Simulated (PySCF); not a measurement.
The vertical singlet excitations below were computed for one of the candidates. Computed with PySCF 2.14.0, density-fitted response routines, TDDFT wB97X-D/def2-SVPD, vertical, gas phase, core orbitals frozen in the response. Geometries: GFN2-xTB, one conformer each.

```
state  ν̃ (cm⁻¹)       f     main configurations (H = HOMO, L = LUMO)
   S1      40410  0.0006                       H→L (63%), H-1→L (31%)
   S2      49720  0.0022                       H-1→L (61%), H→L (32%)
   S3      54720  0.0053                     H-2→L (82%), H-4→L (10%)
   S4      57040  0.0079                                  H-3→L (77%)
   S5      61650   0.037                     H-4→L (76%), H-2→L (12%)
   S6      63210   0.015                     H→L+2 (42%), H→L+1 (38%)
   S7      66060  0.0046  H-1→L+2 (18%), H-2→L+2 (16%), H-1→L+1 (12%)
   S8      66480   0.162        H→L+1 (18%), H-5→L (15%), H→L+2 (15%)
```

**Question.** Which structure fits?
A. `Cc1ccccc1`
B. `CC[C@H](OC)C(=O)Cl`
C. `FC(C(Cl)=O)(C(Cl)=O)F`

**Answer.** B. Its S1 lies at 5.01 eV; the nearest of the others has S1 at 5.49 eV. S1 is HOMO→LUMO (63%), HOMO-1→LUMO (31%). Löwdin shares by element: HOMO oxygen 53%, chlorine 10%, carbon 8% or more (atoms not listed hold the other 28%); LUMO carbon 45% or more, oxygen 32% or more, chlorine 11%. At the same level the other candidates give, for their lowest levels:
- `O=C(Cl)C(F)(F)C(=O)Cl`: 4.52 eV (f 0.009); 4.83 eV (f 0.000); 5.92 eV (f 0.007); 6.06 eV (f 0.000); 6.51 eV (f 0.000); T1 4.00 eV; HOMO -11.28, LUMO -1.40 eV
- `Cc1ccccc1`: 5.49 eV (f 0.003); 6.19 eV (f 0.016); 7.10 eV (f 0.511); 7.14 eV (f 0.740); 7.25 eV (f 0.003); T1 4.25 eV; HOMO -8.74, LUMO 1.56 eV

Conformer computed: `[CH3:1][CH2:2][C@H:3]([O:4][CH3:5])[C:6](=[O:7])[Cl:8]`: C1–C2–C3–O4 64°, C2–C3–O4–C5 167°, C2–C3–C6–O7 113°.
Triplets come from the Tamm–Dancoff approximation.
